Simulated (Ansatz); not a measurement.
Born–Oppenheimer molecular dynamics of CH4BF3 (9 atoms, charge 0, multiplicity 1). It starts at the highest image of a converged band. Of that band: Neighbouring images differ by up to 2.1 eV, so the band resolves the path poorly. A vibrational analysis at the climbing image gives 2 clearly imaginary modes (1222i, 76i cm⁻¹): a point of higher order, so a lower path passes nearby.

Level of theory: RKS B3LYP-D4/def2-SVP in Ansatz.

```json
{"ensemble": "NVE (velocity Verlet)", "time step": "0.5 fs", "steps asked": "200", "starting velocities drawn for": "100 K", "seed": "3811"}
```

Frames 2.5 fs apart, positions in Å, forces in eV/Å.

Velocities at 65.0 fs (Å/ps):

```
B 3.91 11.00 -0.52
C -3.80 -9.02 -1.00
F 0.99 -8.88 -0.02
F -3.60 -6.32 2.86
H -25.89 -42.54 10.41
F 4.23 19.85 -3.84
H -3.53 -22.69 22.62
H 23.86 -17.50 21.79
H -21.76 -15.44 -18.56
```

```xyz
9
Properties=species:S:1:pos:R:3:forces:R:3 time_fs=65.0 energy_less_start_eV=-0.920 T=1117
B -0.533 -0.494 -0.555 0.06 -0.90 0.64
C 0.260 -0.703 0.779 0.08 1.06 -0.74
F -0.034 -0.777 -1.740 0.52 0.08 -0.52
F -1.806 -0.192 -0.561 -0.92 0.53 0.02
H -0.224 2.431 -1.747 -0.11 -0.01 -0.23
F 0.121 2.293 -0.903 0.07 -0.21 0.26
H -0.231 -0.159 1.599 0.17 -0.11 0.10
H 1.244 -0.265 0.553 0.23 0.08 0.42
H 0.434 -1.741 1.044 -0.10 -0.53 0.06
9
Properties=species:S:1:pos:R:3:forces:R:3 time_fs=67.5 energy_less_start_eV=-0.901 T=1096
B -0.523 -0.470 -0.554 -0.31 -1.24 0.33
C 0.251 -0.722 0.775 1.02 1.21 0.11
F -0.031 -0.799 -1.741 0.33 0.37 -0.17
F -1.817 -0.207 -0.554 -0.38 0.56 -0.06
H -0.295 2.325 -1.735 0.01 0.01 0.01
F 0.132 2.342 -0.911 -0.07 -0.24 -0.01
H -0.232 -0.222 1.652 0.35 -0.29 -0.49
H 1.298 -0.311 0.621 -0.82 -0.33 0.42
H 0.376 -1.794 0.998 -0.14 -0.06 -0.14
9
Properties=species:S:1:pos:R:3:forces:R:3 time_fs=70.0 energy_less_start_eV=-0.843 T=1032
B -0.515 -0.452 -0.552 -0.66 -1.50 -0.05
C 0.248 -0.736 0.772 1.10 0.14 0.51
F -0.027 -0.819 -1.742 0.12 0.65 0.24
F -1.828 -0.220 -0.547 0.23 0.56 -0.12
H -0.362 2.222 -1.716 0.81 0.33 1.25
F 0.142 2.390 -0.921 -0.89 -0.56 -1.28
H -0.215 -0.299 1.679 0.03 -0.04 -0.33
H 1.310 -0.374 0.713 -0.62 -0.25 0.08
H 0.310 -1.849 0.944 -0.12 0.66 -0.30
9
Properties=species:S:1:pos:R:3:forces:R:3 time_fs=72.5 energy_less_start_eV=-0.786 T=968
B -0.511 -0.442 -0.551 -0.80 -1.64 -0.28
C 0.249 -0.749 0.771 0.14 -0.48 0.19
F -0.022 -0.838 -1.743 -0.09 0.88 0.58
F -1.839 -0.231 -0.541 0.74 0.53 -0.16
H -0.387 2.137 -1.636 0.22 0.25 0.23
F 0.150 2.437 -0.933 -0.31 -0.45 -0.28
H -0.197 -0.378 1.689 -0.49 0.32 0.22
H 1.291 -0.451 0.808 0.58 0.10 -0.27
H 0.237 -1.868 0.873 0.02 0.50 -0.22
9
Properties=species:S:1:pos:R:3:forces:R:3 time_fs=75.0 energy_less_start_eV=-0.681 T=852
B -0.511 -0.442 -0.550 -0.71 -1.61 -0.31
C 0.251 -0.763 0.771 -0.25 0.16 0.31
F -0.018 -0.854 -1.742 -0.25 0.99 0.76
F -1.847 -0.241 -0.535 1.05 0.50 -0.20
H -0.401 2.064 -1.540 -0.43 -0.12 -0.53
F 0.157 2.483 -0.947 0.32 -0.04 0.46
H -0.205 -0.441 1.708 -0.51 0.30 0.03
H 1.300 -0.523 0.889 0.64 0.11 -0.48
H 0.166 -1.862 0.790 0.14 -0.29 -0.02
9
Properties=species:S:1:pos:R:3:forces:R:3 time_fs=77.5 energy_less_start_eV=-0.575 T=736
B -0.515 -0.450 -0.551 -0.43 -1.46 -0.15
C 0.253 -0.778 0.772 0.14 0.47 0.79
F -0.014 -0.867 -1.738 -0.35 1.00 0.73
F -1.852 -0.249 -0.529 1.14 0.46 -0.24
H -0.430 1.992 -1.465 0.63 0.83 0.44
F 0.165 2.527 -0.959 -0.75 -0.96 -0.53
H -0.241 -0.485 1.727 -0.09 0.10 -0.57
H 1.341 -0.590 0.940 -0.54 -0.07 -0.68
H 0.103 -1.869 0.705 0.26 -0.37 0.20
9
Properties=species:S:1:pos:R:3:forces:R:3 time_fs=80.0 energy_less_start_eV=-0.509 T=662
B -0.521 -0.467 -0.553 -0.06 -1.28 0.20
C 0.254 -0.790 0.778 -0.27 -0.33 0.25
F -0.011 -0.876 -1.732 -0.37 0.92 0.53
F -1.854 -0.256 -0.525 1.05 0.42 -0.26
H -0.428 1.964 -1.372 0.41 0.73 0.18
F 0.170 2.569 -0.973 -0.54 -0.83 -0.26
H -0.284 -0.523 1.714 0.13 0.08 -0.48
H 1.355 -0.659 0.953 -0.77 0.02 -0.62
H 0.055 -1.894 0.633 0.42 0.28 0.47
9
Properties=species:S:1:pos:R:3:forces:R:3 time_fs=82.5 energy_less_start_eV=-0.469 T=619
B -0.528 -0.491 -0.554 0.25 -1.03 0.57
C 0.254 -0.804 0.784 -1.38 -0.92 -1.05
F -0.010 -0.883 -1.724 -0.32 0.75 0.21
F -1.852 -0.261 -0.521 0.85 0.37 -0.27
H -0.408 1.972 -1.270 -0.79 -0.52 -0.48
F 0.174 2.609 -0.988 0.67 0.45 0.41
H -0.321 -0.556 1.677 0.04 0.23 0.25
H 1.329 -0.727 0.929 0.26 0.28 -0.27
H 0.032 -1.905 0.588 0.42 0.39 0.63
9
Properties=species:S:1:pos:R:3:forces:R:3 time_fs=85.0 energy_less_start_eV=-0.455 T=603
B -0.533 -0.520 -0.552 0.38 -0.68 0.78
C 0.248 -0.822 0.785 -1.68 -0.56 -1.45
F -0.010 -0.887 -1.716 -0.21 0.55 -0.14
F -1.848 -0.266 -0.518 0.61 0.33 -0.28
H -0.422 1.963 -1.190 0.12 0.51 -0.04
F 0.180 2.650 -1.001 -0.25 -0.57 0.00
H -0.354 -0.575 1.652 0.14 0.29 0.57
H 1.316 -0.778 0.889 0.70 0.46 0.00
H 0.032 -1.898 0.579 0.19 -0.34 0.58
9
Properties=species:S:1:pos:R:3:forces:R:3 time_fs=87.5 energy_less_start_eV=-0.483 T=635
B -0.536 -0.554 -0.546 0.22 -0.33 0.66
C 0.234 -0.842 0.780 -0.57 -0.06 -0.61
F -0.010 -0.890 -1.708 -0.08 0.37 -0.42
F -1.841 -0.269 -0.516 0.40 0.29 -0.27
H -0.433 1.981 -1.115 0.54 0.98 0.02
F 0.185 2.689 -1.015 -0.67 -1.04 -0.04
H -0.377 -0.577 1.657 0.58 0.16 0.13
H 1.336 -0.803 0.848 -0.41 0.51 0.06
H 0.044 -1.910 0.605 0.00 -0.87 0.48
9
Properties=species:S:1:pos:R:3:forces:R:3 time_fs=90.0 energy_less_start_eV=-0.566 T=725
B -0.538 -0.589 -0.536 -0.17 -0.07 0.23
C 0.216 -0.864 0.771 0.19 -0.76 0.26
F -0.011 -0.891 -1.702 0.04 0.23 -0.57
F -1.834 -0.271 -0.515 0.22 0.27 -0.25
H -0.421 2.047 -1.039 -0.72 -0.46 -0.08
F 0.188 2.725 -1.028 0.59 0.39 0.08
H -0.368 -0.570 1.670 0.69 0.06 -0.20
H 1.336 -0.797 0.810 -0.89 0.43 0.08
H 0.058 -1.967 0.660 0.05 -0.09 0.45
9
Properties=species:S:1:pos:R:3:forces:R:3 time_fs=92.5 energy_less_start_eV=-0.654 T=823
B -0.541 -0.624 -0.524 -0.57 0.12 -0.37
C 0.200 -0.889 0.764 0.19 -1.68 0.83
F -0.011 -0.892 -1.697 0.11 0.12 -0.56
F -1.825 -0.272 -0.514 0.03 0.26 -0.22
H -0.442 2.097 -0.968 -0.27 0.02 -0.04
F 0.193 2.762 -1.042 0.14 -0.11 0.05
H -0.320 -0.558 1.673 0.26 0.16 -0.01
H 1.289 -0.766 0.777 -0.02 0.32 0.04
H 0.074 -2.029 0.742 0.13 0.79 0.28
```

Of the whole run (100 fs, mean temperature of the second half 861 K): The conserved energy stayed within 0.072 meV per atom of its start (net change 0.029 meV per atom), so the integration is sound. The system heated up, since it started high on the potential surface and ran downhill. A run of 0.1 ps of so small a system gives no equilibrium averages. The orbitals stay closed-shell, which can raise the energy where a bond breaks towards radicals; this wasn't checked here.

Run time: 5.3 min on 2 threads of Arm Neoverse V2 (shared host), peak memory 0.17 GiB.
